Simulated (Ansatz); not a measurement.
Problem. Predict a relaxed structure of [TcS4]- (TcS4⁻), charge -1, singlet, at PBE0-D4/def2-SVPD (Ansatz).

Solution. 
Cartesian coordinates in Å:
```
Tc 0.000 0.000 0.000
S 2.098 0.032 -0.316
S -0.782 -1.870 -0.629
S -0.908 1.559 -1.118
S -0.409 0.279 2.064
```
Point group Td (tolerance 0.1 Å). The metal has 4 neighbours: S 2.12 Å, S 2.12 Å, S 2.12 Å, S 2.12 Å. This is one stationary point.

In the def2 sets Tc takes a core potential; there is no spin–orbit coupling. The restricted singlet is unstable towards broken spin symmetry in Hartree–Fock (as tested in another run); at PBE0-D4/def2-SVPD this wasn't settled.
